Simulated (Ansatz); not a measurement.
Pulling on the Br1–H2 bond in HBr (multiplicity 1 held). Energies count from the point at 1.425 Å.


R- and RO- levels are restricted; in cc, def2 and unpolarised 6-31G sets they are followed outwards from rest. U- levels take the lowest unrestricted solution at each point, which mixes spins at long bonds. Active spaces are followed from rest. Levels need not reach the same state.

Cores are frozen in the correlated methods. Filled d and f shells under p-block atoms count as core.

Run with Ansatz (Gaussian basis) for Hartree–Fock, density functionals and correlated methods. Values without a source in brackets are computed.

Question: One of these levels gives 85.10 kcal/mol for the energy at R = 5.699 Å. Name it.
A. U-MP2/cc-pVDZ
B. R-HF/cc-pVDZ
C. CASSCF(8,5)/cc-pVDZ

Answer: A, U-MP2/cc-pVDZ. The others give 196.86 (R-HF/cc-pVDZ), 78.03 (CASSCF(8,5)/cc-pVDZ)

Doubts at one or more of the structures used: a restricted determinant that unrestricted orbitals would lower (R-HF/cc-pVDZ); a spin-contaminated determinant (U-MP2/cc-pVDZ).

Ansatz is a quantum-chemistry and plane-wave program.
